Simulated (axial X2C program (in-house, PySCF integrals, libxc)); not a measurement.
**KSe⁺: cheaper levels and CCSD(T), with spin–orbit coupling**

Calculated with an in-house relativistic program for diatomic molecules. Two-component (2c) means X2C with spin–orbit coupling and atomic mean-field two-electron Coulomb and Gaunt terms. Basis: Se dyall-cv3z [8s9p6d4f1g], K dyall-cv3z [11s12p6d3f] (cores contracted in-house); Gaussian nuclei, density fitting, unrestricted open shells. Masses: Se 79.917 u, K 38.964 u.

State: Ω = 1 (⟨Sz⟩ = 0.94, ⟨Lz⟩ = 0.06 at HF); fragments Se + K+.

```json
{"level": "PBE0", "Re (Å)": "3.414", "ωe (cm⁻¹)": "97.7", "De (eV)": "0.351"}
{"level": "HF", "Re (Å)": "3.554", "ωe (cm⁻¹)": "85.0", "De (eV)": "n/a"}
{"level": "MP2", "Re (Å)": "3.421", "ωe (cm⁻¹)": "97.9", "De (eV)": "0.267"}
{"level": "CCSD", "Re (Å)": "3.443", "ωe (cm⁻¹)": "95.4", "De (eV)": "0.281"}
{"level": "TPSS", "Re (Å)": "3.435", "ωe (cm⁻¹)": "95.5", "De (eV)": "n/a"}
```

Correlated methods: 14 electrons correlated (number of frozen shells: Se 3 s, 2 p, 1 d; K 2 s, 1 p), 254 virtual spin orbitals or spinors in MP2, 90 natural virtuals in coupled cluster.

CCSD(T), same Hamiltonian and basis:

Re = 3.433 Å, ωe = 96.5 cm⁻¹, De = 0.27 eV; T1 = 0.008 (Lee–Taylor normalisation).

Q: Give the differences from CCSD(T) in the columns below.

A: 

```json
{"level": "PBE0", "ΔRe (Å)": "-0.019", "Δωe (cm⁻¹)": "1.2"}
{"level": "HF", "ΔRe (Å)": "0.121", "Δωe (cm⁻¹)": "-11.5"}
{"level": "MP2", "ΔRe (Å)": "-0.012", "Δωe (cm⁻¹)": "1.4"}
{"level": "CCSD", "ΔRe (Å)": "0.010", "Δωe (cm⁻¹)": "-1.1"}
{"level": "TPSS", "ΔRe (Å)": "0.002", "Δωe (cm⁻¹)": "-1.0"}
```

One determinant describes the state; a PBE0 search over occupations chose it and may have missed a lower one. Dissociation energies refer to the lowest single-determinant-based atoms at the same level and basis. De is not given where an atomic determinant may have missed its ground term or J level, or where the truncated virtual space spoils (T). Density functionals use the spin component along the axis (collinear). CCSD and (T) use frozen natural virtuals with an MP2 correction for the truncation; (T) itself is uncorrected, so its De runs slightly low. PBE0 can misorder states that lie within some tenths of an eV, so this need not be the ground state of the molecule. The nearest other 2c determinant of the search, Ω = 2, lies 0.31 eV up at the distance of the search. Without a current term, density functionals place determinants with orbital angular momentum somewhat too high. With several unpaired electrons one determinant need not be a pure state. Open-shell Ω = 0 determinants with evenly filled partner blocks cannot be reached by this program, so the Ω shown need not be the lowest component. This is the Ω = 1 component of a π² triplet; the 0⁺ component is not one determinant and can lie lowest. The bond is weak, and without diffuse functions and with truncated virtuals even CCSD(T) can be tens of per cent off in De.
